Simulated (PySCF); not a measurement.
## Fractional electron number in Kr⁺ (krypton, charge +1)

The 4p beta orbital of [Ar] 3d10 4s2 4p5 is emptied in steps (occupation f), with all orbitals relaxed, ending at [Ar] 3d10 4s2 4p4. Calculation: PySCF 2.14, in def2-TZVP (6s5p4d1f, 48 functions); the non-relativistic Hamiltonian (point nucleus). The exact energy is a straight line in f; departures are measured from the line between the end points of the same method.

Among UHF, LDA, PBE, PBE0, r2SCAN, LC-wPBE, BHandHLYP, wB97X, BLYP, M06-2X, which shows the largest delocalisation error (convex curve), and which is closest to linear?

Most convex: LDA (-1.365 eV at f = 0.5); closest to linear: LC-wPBE (-0.204 eV).

```tsv
f	UHF (eV)	LDA (eV)	PBE (eV)	PBE0 (eV)	r2SCAN (eV)	LC-wPBE (eV)	BHandHLYP (eV)	wB97X (eV)	BLYP (eV)	M06-2X (eV)
1	0.000	0.000	0.000	0.000	0.000	0.000	0.000	0.000	0.000	0.000
0.75	0.178	-1.021	-0.986	-0.699	-0.922	-0.155	-0.433	-0.242	-1.004	-0.400
0.5	0.231	-1.365	-1.312	-0.929	-1.210	-0.204	-0.582	-0.334	-1.342	-0.508
0.25	0.169	-1.025	-0.981	-0.693	-0.887	-0.149	-0.440	-0.263	-1.008	-0.355
0	0.000	0.000	0.000	0.000	0.000	0.000	0.000	0.000	0.000	0.000
```

```tsv
method	E(f=0) − E(f=1) (eV)	−ε at f=1 (eV)	−ε at f=0.5 (eV)
UHF	23.246	24.219	23.222
LDA	24.617	19.189	24.607
PBE	24.317	19.062	24.329
PBE0	24.359	20.625	24.375
r2SCAN	24.441	19.481	24.532
LC-wPBE	24.460	23.622	24.476
BHandHLYP	24.321	22.024	24.302
wB97X	24.377	23.114	24.324
BLYP	24.250	18.913	24.239
M06-2X	24.191	22.015	24.333
```

Reference removal energy between the ground levels: 24.360 eV (measured; NIST Atomic Spectra Database, ionization energies). The calculation has no spin-orbit coupling. UHF lacks correlation.
